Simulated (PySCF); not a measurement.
## Radial density of Au²⁺ (gold, charge +2)

UHF, [Xe] 4f14 5d8 6s1, 6s spin antiparallel (an excited configuration). All numbers are calculated (PySCF 2.14, the spin-free X2C one-electron Hamiltonian (Gaussian nucleus), in ANO-RCC-VTZP (8s7p5d3f1g, 84 functions)).

| r (bohr) | 4πr²ρ (e/bohr) | 4πr²(ρα − ρβ) |
| --- | --- | --- |
| 0.0193 | 97.06 | -0.0002 |
| 0.0324 | 115.9 | -0.0005 |
| 0.0545 | 147.5 | 0.0495 |
| 0.0917 | 114.2 | 0.1805 |
| 0.154 | 136.1 | 0.0363 |
| 0.259 | 74.71 | 0.1130 |
| 0.436 | 82.83 | 0.2065 |
| 0.734 | 27.11 | 0.3481 |
| 1.23 | 14.36 | 1.8149 |
| 2.08 | 3.023 | -0.0172 |
| 3.49 | 0.2892 | -0.1884 |
| 5.88 | 0.003051 | -0.0030 |
| 9.88 | 6.826e-05 | -0.0001 |

Densities and radii are taken from the X2C orbitals without a picture-change correction, which distorts them close to the nucleus.

Spin-orbit coupling, absent here, splits the open shell strongly. With the s spin flipped the determinant is a mixture of two multiplicities, not a spectroscopic state.
